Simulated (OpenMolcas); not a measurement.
**What dynamic correlation does to the levels of Lu I**

```json
{
 "Program": "OpenMolcas",
 "Basis": "ANO-RCC-VDZP [7s6p4d2f1g]",
 "Scalar Hamiltonian": "X2C, point nucleus",
 "Active space": "3 electrons in 6 orbitals (5d 6s)",
 "State averaging": "2S+1 = 4 even, 20 roots (10 in the spin-orbit step); 2S+1 = 2 even, 29 roots",
 "Spin-orbit coupling": "state interaction with AMFI integrals over the reference wave functions, term energies averaged over their components"
}
```

Methods on the same reference wave functions:
A. CASSCF
B. SS-CASPT2, IPEA 0.25 Eh, imaginary shift 0.1 Eh (closed shells correlated: 5s 5p)
C. MS-CASPT2, IPEA 0.25 Eh, imaginary shift 0.1 Eh (closed shells correlated: 5s 5p)

Energies in cm⁻¹ above 5d 6s² ²D_3/2, the measured ground level; measured values from NIST Handbook of Basic Atomic Spectroscopic Data.

| Level | A | B | C | Measured |
| --- | --- | --- | --- | --- |
| 5d 6s² ²D_3/2 | 0.0 | 0.0 | 0.0 | 0.0 |
| 5d 6s² ²D_5/2 | 1896 | 1896 | 1945 | 1994 |
| 5d² 6s ⁴F_3/2 | 14988 | 19270 | 19410 | 18851 |
| 5d² 6s ⁴F_5/2 | 15626 | 19910 | 20050 | 19403 |
| 5d² 6s ⁴F_7/2 | 16524 | 20830 | 20980 | 20247 |
| 5d² 6s ⁴F_9/2 | 17619 | 21930 | 22080 | 21242 |
| 5d² 6s ⁴P_1/2 | 22377 | 25420 | 25570 | 21472 |
| 5d² 6s ⁴P_3/2 | 22696 | 25720 | 25870 | 22468 |
| 5d² 6s ⁴P_5/2 | 23024 | 25870 | 26020 |  |
| 5d² 6s ²D_3/2 | 26207 | 27930 | 28210 | 24518 |
| 5d² 6s ²G_9/2 | 28276 | 31850 | 32000 | 26671 |
| 5d² 6s ²P_1/2 | 29609 | 31080 | 31230 | 28793 |

Deviations, from unrounded energies. A percentage is the sum of absolute deviations over the sum of measured energies, with the sign that they share, or ± where signs differ.

| Against measurement | Levels | A | B | C |
| --- | --- | --- | --- | --- |
| mean absolute deviation (cm-1) | 10 | 2000 | 2000 | 2200 |
| fine structure of the ground term (%) | 1 | -4.9 | -4.9 | -2.5 |
| other configurations (%) | 9 | ±9.9 | +9.9 | +10.7 |

A, B lie about equally close to measurement and C furthest from it. The largest miss of A in the table is 5d² 6s ⁴F_3/2, by -3900 cm-1. The ranking rests on the paired levels alone, and a cruder setting can come out closer through cancelling errors.

Between B and C the level of the table that moves most is 5d² 6s ²D_3/2, by 280 cm-1 (lowest in B, highest in C). Moves below CASPT2's spread within the term are not significant.

The mean deviations of B to C differ by less than CASPT2's widest spread within a term (260 cm-1), so their order carries little weight.

The lowest spin-free term lies below A's lowest term by 0.172 hartree in B, 0.172 hartree in C.

Term energies are means over components that CASPT2 splits; among the terms shown or strongly mixed into the levels shown the widest spread is 260 cm-1 (5d² 6s ²D, C). Some high roots are left out of the spin-orbit mixing, which shifts the levels that they would mix with. A single d shell beside an s shell can misplace configurations of different d count against each other. Without dynamic correlation excited terms often stand tens of per cent too high (terms of higher spin than the ground term too low), and those without a measured partner can miss by more than the paired ones (holds for A). The CASPT2 spread within a term exceeds the gap to the next term for 5d² 6s ²P and 5d² 6s ²G, so the order of their levels is uncertain (holds for C). Computed and measured levels are paired by configuration, term and J; levels that our copy of the source lacks, or whose pairing is in doubt (as where it misses far off the trend of its configuration), stay unpaired and out of the deviations. Only configurations of the active space appear. The table leaves out levels that lie high or whose names do not pair safely across all columns.
